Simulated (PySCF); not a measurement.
F2H5NSi2. Atoms are numbered in the order given.

```xyz
10

Si     0.8605    -0.2875     0.0000
F      1.7652     0.1274    -1.2710
F      1.7652     0.1274     1.2710
N     -0.6183     0.5597     0.0000
Si    -2.2464    -0.0833     0.0000
H      0.6321    -1.7426     0.0000
H     -0.5443     1.5757     0.0000
H     -3.0044     0.3585     1.2089
H     -3.0044     0.3585    -1.2089
H     -2.1235    -1.5689     0.0000
```
Charge 0, spin multiplicity 1.

The structure is a stationary point at PBE0-D3(BJ)/def2-SVP. Other conformers were not sampled.

The numbers are results of PBE/def2-TZVP (PySCF), not measurements.

Gas-phase values at a fixed geometry.

The total energy is -836.18694 hartree. The point group comes out as Cs and the highest occupied level is -6.93 eV. The lowest empty level is -0.87 eV. The orbital gap is 6.06 eV. The dipole moment is 0.397 e·Å. The quadrupole, principal values (traceless, Buckingham form, about the centre of nuclear charge) is -3.97, -3.64, 7.61 D·Å. The mean static polarisability comes out as 57.3 bohr³ (8.50 Å³) and the polarisability, principal values is 51.6, 53.0, 67.4 bohr³.
